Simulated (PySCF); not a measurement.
H$_{12}$Si$_{6}$, triplet, at the geometry of the source list (a higher spin typed on purpose: for a closed-shell molecule this is an excited state) (in this run its highest filled SCF level lies above zero, so its values depend strongly on the basis, on diffuse functions most of all); HF/STO-3G (PySCF).

Input for PySCF:
```python
from pyscf import gto, scf

mol = gto.Mole()
mol.atom = '''
    Si   -1.31500000    1.34560000   -1.22630000
    Si    0.75830000    2.06460000   -0.45390000
    Si    2.22190000    0.27830000   -0.17110000
    Si    1.31480000   -1.34580000    1.22620000
    Si   -0.75870000   -2.06450000    0.45370000
    Si   -2.22190000   -0.27810000    0.17130000
    H    -1.12510000    0.74850000   -2.55970000
    H    -2.24160000    2.45410000   -1.49100000
    H     1.32790000    3.14630000   -1.26800000
    H     0.56140000    2.70700000    0.85730000
    H     2.45870000   -0.33320000   -1.49050000
    H     3.56660000    0.70100000    0.24170000
    H     2.24170000   -2.45400000    1.49090000
    H     1.12520000   -0.74850000    2.55960000
    H    -1.32780000   -3.14630000    1.26800000
    H    -0.56120000   -2.70710000   -0.85730000
    H    -2.45870000    0.33320000    1.49070000
    H    -3.56660000   -0.70100000   -0.24160000
'''
mol.basis = 'sto-3g'
mol.spin = 2
mol.verbose = 4
mol.build()

mf = scf.UHF(mol)
mf.diis = False
mf.damp = 0.6
mf.diis_start_cycle = 200
mf.max_cycle = 150
mf.kernel()
mf.analyze()
```

Predict the main parts of the log of this PySCF run.


```
PySCF version 2.14.0

[INPUT] verbose = 4
[INPUT] num. atoms = 18
[INPUT] num. electrons = 96
[INPUT] charge = 0
[INPUT] spin (= nelec alpha-beta = 2S) = 2
[INPUT] symmetry False subgroup None
[INPUT] Mole.unit = angstrom
[INPUT] Symbol           X                Y                Z      unit          X                Y                Z       unit  Magmom
[...]
nuclear repulsion = 679.009565832681
number of shells = 42
number of NR pGTOs = 198
number of NR cGTOs = 66
basis = sto-3g
ecp = {}

******** <class 'pyscf.scf.uhf.UHF'> ********
method = UHF
initial guess = minao
damping factor = 0.6
level_shift factor = 0
DIIS disabled
SCF conv_tol = 1e-09
SCF conv_tol_grad = None
SCF max_cycles = 150
direct_scf = True
direct_scf_tol = 1e-13
number electrons alpha = 49  beta = 47
Set gradient conv threshold to 3.16228e-05
init E= -1719.48590700108

cycle= 1 E= -1720.31308792314  delta_E= -0.827  |g|= 0.125  |ddm|= 3.72

cycle= 2 E= -1720.32487319315  delta_E= -0.0118  |g|= 0.0846  |ddm|= 0.187

cycle= 3 E= -1720.33010769814  delta_E= -0.00523  |g|= 0.0587  |ddm|= 0.115

cycle= 4 E= -1720.33259982074  delta_E= -0.00249  |g|= 0.0412  |ddm|= 0.0773

cycle= 5 E= -1720.33383216141  delta_E= -0.00123  |g|= 0.0292  |ddm|= 0.0541

cycle= 6 E= -1720.33445855429  delta_E= -0.000626  |g|= 0.0209  |ddm|= 0.0389

cycle= 7 E= -1720.33478515613  delta_E= -0.000327  |g|= 0.0151  |ddm|= 0.0285

cycle= 8 E= -1720.3349603471  delta_E= -0.000175  |g|= 0.0111  |ddm|= 0.0213

cycle= 9 E= -1720.33505780173  delta_E= -9.75e-05  |g|= 0.00826  |ddm|= 0.0163

cycle= 10 E= -1720.33511489404  delta_E= -5.71e-05  |g|= 0.00629  |ddm|= 0.0129

cycle= 11 E= -1720.33515105209  delta_E= -3.62e-05  |g|= 0.00493  |ddm|= 0.0107

cycle= 12 E= -1720.33517673629  delta_E= -2.57e-05  |g|= 0.00402  |ddm|= 0.00958

cycle= 13 E= -1720.33519792138  delta_E= -2.12e-05  |g|= 0.00346  |ddm|= 0.00931

cycle= 14 E= -1720.33521838812  delta_E= -2.05e-05  |g|= 0.00318  |ddm|= 0.00971

cycle= 15 E= -1720.33524094019  delta_E= -2.26e-05  |g|= 0.00313  |ddm|= 0.0106

cycle= 16 E= -1720.33526809687  delta_E= -2.72e-05  |g|= 0.00326  |ddm|= 0.012

cycle= 17 E= -1720.33530254009  delta_E= -3.44e-05  |g|= 0.00355  |ddm|= 0.0137

cycle= 18 E= -1720.33534746178  delta_E= -4.49e-05  |g|= 0.00397  |ddm|= 0.0158

cycle= 19 E= -1720.33540689324  delta_E= -5.94e-05  |g|= 0.00451  |ddm|= 0.0183

cycle= 20 E= -1720.33548606729  delta_E= -7.92e-05  |g|= 0.00517  |ddm|= 0.0212

cycle= 21 E= -1720.33559184808  delta_E= -0.000106  |g|= 0.00595  |ddm|= 0.0245

cycle= 22 E= -1720.3357332545  delta_E= -0.000141  |g|= 0.00687  |ddm|= 0.0284

cycle= 23 E= -1720.33592209336  delta_E= -0.000189  |g|= 0.00792  |ddm|= 0.0328

cycle= 24 E= -1720.33617370136  delta_E= -0.000252  |g|= 0.00914  |ddm|= 0.0378

cycle= 25 E= -1720.3365077637  delta_E= -0.000334  |g|= 0.0105  |ddm|= 0.0436

cycle= 26 E= -1720.3369491206  delta_E= -0.000441  |g|= 0.0121  |ddm|= 0.0501

cycle= 27 E= -1720.33752838073  delta_E= -0.000579  |g|= 0.0138  |ddm|= 0.0574

cycle= 28 E= -1720.3382820261  delta_E= -0.000754  |g|= 0.0158  |ddm|= 0.0655

cycle= 29 E= -1720.33925152705  delta_E= -0.00097  |g|= 0.0179  |ddm|= 0.0742

cycle= 30 E= -1720.34048084387  delta_E= -0.00123  |g|= 0.0201  |ddm|= 0.0835

cycle= 31 E= -1720.34201169639  delta_E= -0.00153  |g|= 0.0224  |ddm|= 0.0932

cycle= 32 E= -1720.34387633467  delta_E= -0.00186  |g|= 0.0247  |ddm|= 0.103

cycle= 33 E= -1720.34608842883  delta_E= -0.00221  |g|= 0.0268  |ddm|= 0.112

cycle= 34 E= -1720.34863406171  delta_E= -0.00255  |g|= 0.0288  |ddm|= 0.12

cycle= 35 E= -1720.35146607696  delta_E= -0.00283  |g|= 0.0303  |ddm|= 0.126

cycle= 36 E= -1720.35450513411  delta_E= -0.00304  |g|= 0.0315  |ddm|= 0.13

cycle= 37 E= -1720.35764891231  delta_E= -0.00314  |g|= 0.0321  |ddm|= 0.132

cycle= 38 E= -1720.3607874942  delta_E= -0.00314  |g|= 0.0322  |ddm|= 0.131

cycle= 39 E= -1720.36382008238  delta_E= -0.00303  |g|= 0.0318  |ddm|= 0.128

cycle= 40 E= -1720.3666678483  delta_E= -0.00285  |g|= 0.031  |ddm|= 0.123

cycle= 41 E= -1720.3692799829  delta_E= -0.00261  |g|= 0.03  |ddm|= 0.117

cycle= 42 E= -1720.37163312467  delta_E= -0.00235  |g|= 0.0287  |ddm|= 0.11

cycle= 43 E= -1720.37372639916  delta_E= -0.00209  |g|= 0.0274  |ddm|= 0.103

cycle= 44 E= -1720.37557471905  delta_E= -0.00185  |g|= 0.026  |ddm|= 0.0961

cycle= 45 E= -1720.3772023176  delta_E= -0.00163  |g|= 0.0246  |ddm|= 0.0894

cycle= 46 E= -1720.37863752966  delta_E= -0.00144  |g|= 0.0234  |ddm|= 0.0832

cycle= 47 E= -1720.37990908716  delta_E= -0.00127  |g|= 0.0222  |ddm|= 0.0776

cycle= 48 E= -1720.3810437803  delta_E= -0.00113  |g|= 0.0212  |ddm|= 0.0727

cycle= 49 E= -1720.38206518051  delta_E= -0.00102  |g|= 0.0203  |ddm|= 0.0684

cycle= 50 E= -1720.38299311264  delta_E= -0.000928  |g|= 0.0195  |ddm|= 0.0646

cycle= 51 E= -1720.38384361791  delta_E= -0.000851  |g|= 0.0188  |ddm|= 0.0614

cycle= 52 E= -1720.38462921503  delta_E= -0.000786  |g|= 0.0182  |ddm|= 0.0586

cycle= 53 E= -1720.38535932637  delta_E= -0.00073  |g|= 0.0176  |ddm|= 0.0561

cycle= 54 E= -1720.38604077924  delta_E= -0.000681  |g|= 0.0171  |ddm|= 0.0538

cycle= 55 E= -1720.38667832408  delta_E= -0.000638  |g|= 0.0166  |ddm|= 0.0518

cycle= 56 E= -1720.38727513112  delta_E= -0.000597  |g|= 0.0161  |ddm|= 0.0498

cycle= 57 E= -1720.38783324126  delta_E= -0.000558  |g|= 0.0156  |ddm|= 0.048

cycle= 58 E= -1720.38835395594  delta_E= -0.000521  |g|= 0.0151  |ddm|= 0.0461

cycle= 59 E= -1720.38883815832  delta_E= -0.000484  |g|= 0.0146  |ddm|= 0.0443

cycle= 60 E= -1720.38928656345  delta_E= -0.000448  |g|= 0.014  |ddm|= 0.0424

cycle= 61 E= -1720.38969990019  delta_E= -0.000413  |g|= 0.0135  |ddm|= 0.0406

cycle= 62 E= -1720.39007903091  delta_E= -0.000379  |g|= 0.0129  |ddm|= 0.0388

cycle= 63 E= -1720.39042501824  delta_E= -0.000346  |g|= 0.0124  |ddm|= 0.0369

cycle= 64 E= -1720.39073914885  delta_E= -0.000314  |g|= 0.0118  |ddm|= 0.0351

cycle= 65 E= -1720.39102292536  delta_E= -0.000284  |g|= 0.0112  |ddm|= 0.0332
[...]
cycle= 140 E= -1720.39310821607  delta_E= -2.92e-09  |g|= 3.87e-05  |ddm|= 9.98e-05
cycle= 141 E= -1720.39310821856  delta_E= -2.49e-09  |g|= 3.57e-05  |ddm|= 9.22e-05
cycle= 142 E= -1720.39310822068  delta_E= -2.12e-09  |g|= 3.3e-05  |ddm|= 8.52e-05
cycle= 143 E= -1720.39310822251  delta_E= -1.83e-09  |g|= 3.05e-05  |ddm|= 7.87e-05
cycle= 144 E= -1720.39310822406  delta_E= -1.55e-09  |g|= 2.82e-05  |ddm|= 7.27e-05
cycle= 145 E= -1720.39310822539  delta_E= -1.33e-09  |g|= 2.61e-05  |ddm|= 6.72e-05
cycle= 146 E= -1720.39310822652  delta_E= -1.13e-09  |g|= 2.41e-05  |ddm|= 6.21e-05
cycle= 147 E= -1720.39310822748  delta_E= -9.64e-10  |g|= 2.22e-05  |ddm|= 5.74e-05
Extra cycle  E= -1720.39310822943  delta_E= -1.95e-09  |g|= 1.8e-05  |ddm|= 0.000133
converged SCF energy = -1720.39310822943  <S^2> = 2.0056429  2S+1 = 3.0037596
**** SCF Summaries ****
Total Energy =                       -1720.393108229434802
Nuclear Repulsion Energy =             679.009565832681233
One-electron Energy =                -3754.400907937389547
Two-electron Energy =                 1354.998233875273399
Two-electron Coulomb Energy =         1482.177877551781648
DFT Exchange-Correlation Energy =     -127.179643676508249
**** MO energy ****
                             alpha | beta                alpha | beta
[...]
To work with the spin densities directly, `use mulliken_meta_spin()` only printing them here.

 ** Mulliken spin pop alpha/beta on meta-lowdin orthogonal AOs **
 ** Mulliken Spin Density (per AO)  **
spin_pop of  0 Si 1s       -0.00000
spin_pop of  0 Si 2s        0.00000
spin_pop of  0 Si 3s       -0.00158
spin_pop of  0 Si 2px      -0.00000
spin_pop of  0 Si 2py      -0.00000
spin_pop of  0 Si 2pz       0.00000
spin_pop of  0 Si 3px      -0.00532
spin_pop of  0 Si 3py      -0.00102
spin_pop of  0 Si 3pz      -0.00064
spin_pop of  1 Si 1s        0.00000
spin_pop of  1 Si 2s        0.00000
spin_pop of  1 Si 3s        0.02604
spin_pop of  1 Si 2px       0.00002
spin_pop of  1 Si 2py       0.00003
spin_pop of  1 Si 2pz      -0.00001
spin_pop of  1 Si 3px       0.04648
spin_pop of  1 Si 3py       0.03465
spin_pop of  1 Si 3pz       0.00220
spin_pop of  2 Si 1s        0.00000
spin_pop of  2 Si 2s        0.00006
spin_pop of  2 Si 3s        0.19331
spin_pop of  2 Si 2px       0.00003
spin_pop of  2 Si 2py       0.00009
spin_pop of  2 Si 2pz       0.00015
spin_pop of  2 Si 3px       0.08745
spin_pop of  2 Si 3py       0.27041
spin_pop of  2 Si 3pz       0.32335
spin_pop of  3 Si 1s        0.00000
spin_pop of  3 Si 2s        0.00006
spin_pop of  3 Si 3s        0.19328
spin_pop of  3 Si 2px      -0.00000
spin_pop of  3 Si 2py       0.00010
spin_pop of  3 Si 2pz       0.00017
spin_pop of  3 Si 3px       0.12338
spin_pop of  3 Si 3py       0.25023
spin_pop of  3 Si 3pz       0.30773
spin_pop of  4 Si 1s        0.00000
spin_pop of  4 Si 2s        0.00000
spin_pop of  4 Si 3s        0.02597
spin_pop of  4 Si 2px       0.00003
spin_pop of  4 Si 2py      -0.00000
spin_pop of  4 Si 2pz       0.00000
spin_pop of  4 Si 3px       0.05177
spin_pop of  4 Si 3py       0.00310
spin_pop of  4 Si 3pz       0.02820
spin_pop of  5 Si 1s       -0.00000
spin_pop of  5 Si 2s        0.00000
spin_pop of  5 Si 3s       -0.00157
spin_pop of  5 Si 2px      -0.00000
spin_pop of  5 Si 2py      -0.00000
spin_pop of  5 Si 2pz       0.00000
spin_pop of  5 Si 3px      -0.00310
spin_pop of  5 Si 3py      -0.00333
spin_pop of  5 Si 3pz      -0.00054
spin_pop of  6 H 1s        0.00055
spin_pop of  7 H 1s        0.00216
spin_pop of  8 H 1s        0.03857
spin_pop of  9 H 1s       -0.00781
spin_pop of  10 H 1s       -0.02608
spin_pop of  11 H 1s        0.01700
spin_pop of  12 H 1s        0.01701
spin_pop of  13 H 1s       -0.02607
spin_pop of  14 H 1s        0.03856
spin_pop of  15 H 1s       -0.00778
spin_pop of  16 H 1s        0.00055
spin_pop of  17 H 1s        0.00215
 ** Mulliken Spin Density (per atom)  **
spin density of  0 Si =     -0.00857
spin density of  1 Si =      0.10941
spin density of  2 Si =      0.87484
spin density of  3 Si =      0.87495
spin density of  4 Si =      0.10908
spin density of  5 Si =     -0.00854
spin density of  6 H =      0.00055
spin density of  7 H =      0.00216
spin density of  8 H =      0.03857
spin density of  9 H =     -0.00781
spin density of  10 H =     -0.02608
spin density of  11 H =      0.01700
spin density of  12 H =      0.01701
spin density of  13 H =     -0.02607
spin density of  14 H =      0.03856
spin density of  15 H =     -0.00778
spin density of  16 H =      0.00055
spin density of  17 H =      0.00215
 ** Mulliken pop alpha/beta on meta-lowdin orthogonal AOs **
 ** Mulliken pop       alpha | beta **
In total            49.00000 | 47.00000
 ** Mulliken atomic charges   ( Nelec_alpha | Nelec_beta ) **
charge of  0Si =      0.28632  (     6.85256      6.86112 )
charge of  1Si =      0.28744  (     6.91098      6.80157 )
charge of  2Si =      0.30128  (     7.28678      6.41194 )
charge of  3Si =      0.30124  (     7.28686      6.41190 )
charge of  4Si =      0.28745  (     6.91082      6.80173 )
charge of  5Si =      0.28633  (     6.85256      6.86111 )
charge of  6H =     -0.15192  (     0.57624      0.57569 )
charge of  7H =     -0.13935  (     0.57076      0.56860 )
charge of  8H =     -0.14206  (     0.59031      0.55174 )
charge of  9H =     -0.15245  (     0.57232      0.58013 )
charge of  10H =     -0.14285  (     0.55838      0.58446 )
charge of  11H =     -0.14644  (     0.58172      0.56472 )
charge of  12H =     -0.14641  (     0.58171      0.56470 )
charge of  13H =     -0.14283  (     0.55838      0.58445 )
charge of  14H =     -0.14206  (     0.59031      0.55175 )
charge of  15H =     -0.15243  (     0.57232      0.58010 )
charge of  16H =     -0.15192  (     0.57623      0.57568 )
charge of  17H =     -0.13936  (     0.57075      0.56861 )
Dipole moment(X, Y, Z, Debye):  0.45926, -0.13923,  0.13707
```
